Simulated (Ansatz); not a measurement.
Born–Oppenheimer molecular dynamics of C₂H₇FGe (11 atoms, charge 0, multiplicity 1). It starts from a relaxed structure.

Theory: Ansatz 0.2.0, RKS PBE0/def2-SVP.

```yaml
ensemble: NVT, Langevin thermostat
time_step: 0.5 fs
steps_asked: 150
set_temperature: 500 K
friction: 0.02 /fs
seed: 19502
```

First frame:

```xyz
11
Properties=species:S:1:pos:R:3
Ge -0.021 -0.038 -0.222
F -0.180 -0.297 1.506
C 1.883 0.017 -0.587
H 2.365 -0.915 -0.257
H 2.064 0.140 -1.666
H 2.347 0.860 -0.055
C -0.929 1.633 -0.604
H -1.983 1.577 -0.295
H -0.446 2.458 -0.059
H -0.891 1.853 -1.681
H -0.713 -1.249 -0.878
```

(1) What does the run give?

(2) What happens to the structure?

(3) How do temperature and energy run in time?

Answers

(1) All steps were run.

```
steps done                                               : 150
time covered                                             : 75 fs
mean temperature over the second half                    : 545 K
spread of the potential energy over the second half      : 11.4 meV per atom
mean potential energy of the second half above the start : 43.9 meV per atom
```

A run of 0.075 ps of so small a system gives no equilibrium averages.

(2) The same pairs are bonded in the first frame and the last. Pairs count as bonded within 1.25 times the sum of covalent radii (0.12 Å more for H–H). The details hang on the random start.

(3) 
```json
{"time (fs)": "0", "T (K)": "455", "potential energy less start (eV)": "0.000"}
{"time (fs)": "6", "T (K)": "319", "potential energy less start (eV)": "0.307"}
{"time (fs)": "12", "T (K)": "278", "potential energy less start (eV)": "0.273"}
{"time (fs)": "18", "T (K)": "212", "potential energy less start (eV)": "0.325"}
{"time (fs)": "24", "T (K)": "382", "potential energy less start (eV)": "0.219"}
{"time (fs)": "30", "T (K)": "400", "potential energy less start (eV)": "0.320"}
{"time (fs)": "36", "T (K)": "448", "potential energy less start (eV)": "0.343"}
{"time (fs)": "42", "T (K)": "373", "potential energy less start (eV)": "0.438"}
{"time (fs)": "48", "T (K)": "422", "potential energy less start (eV)": "0.510"}
{"time (fs)": "54", "T (K)": "533", "potential energy less start (eV)": "0.463"}
{"time (fs)": "60", "T (K)": "479", "potential energy less start (eV)": "0.657"}
{"time (fs)": "66", "T (K)": "632", "potential energy less start (eV)": "0.606"}
{"time (fs)": "72", "T (K)": "709", "potential energy less start (eV)": "0.501"}
```

Run time: 7.2 min on 2 threads of Arm Neoverse V1 (shared host), peak memory 0.25 GiB.
